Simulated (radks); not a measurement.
Values are calculated unless marked as measured or tabulated.
Initial-state core-level shifts of neutral zinc when its valence configuration changes from [Ar] 3d10 4s2. Level of theory: scalar-relativistic Kohn-Sham, BLYP, spin-unpolarised, spherical densities, point nucleus (a radial shooting solver on a logarithmic mesh with Libxc functionals). Shifts are changes of the shell-averaged eigenvalues in eV (positive: less bound).

\begin{tabular}{lrrrr}
valence & 1s & 2s & 2p & 3s \\ \hline
3d10 4s1.5 4p0.5 & -1.196 & -1.139 & -1.142 & -1.190 \\
3d10 4s0.5 4p1.5 & -3.196 & -3.031 & -3.040 & -3.183 \\
3d9.5 4s2 4p0.5 & -4.476 & -4.799 & -4.766 & -4.421 \\
3d7.5 4s2 4p2.5 & -24.674 & -26.960 & -26.744 & -23.425 \\
3d9 4s2 4p1 & -9.157 & -9.874 & -9.802 & -8.959 \\
3d10 4s1 4p1 & -2.243 & -2.131 & -2.138 & -2.234 \\
3d8 4s2 4p2 & -19.254 & -20.957 & -20.793 & -18.469 \\
3d9.5 4s1.5 4p1 & -5.518 & -5.792 & -5.762 & -5.454 \\
3d10 4p2 & -4.083 & -3.866 & -3.878 & -4.069 \\
\end{tabular}
